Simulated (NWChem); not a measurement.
Molecule: CH2ClF; SMILES FCCl

Computed with NWChem. Geometry: optimised at PBE0/def2-SVP. B3LYP is NWChem's, with the RPA form of VWN correlation. Ions are spin-unrestricted doublets at the neutral geometry; other ion states weren't tried.

For level M06-2X/def2-SVP:

```yaml
vertical ionisation energy, ΔSCF (eV): 11.76
"−ε(HOMO) (eV)": 9.99
```

Q: Estimate the same quantities for level B3LYP/def2-SVP.

A: 
* **vertical ionisation energy, ΔSCF (eV)**: 11.43
* **−ε(HOMO) (eV)**: 8.23
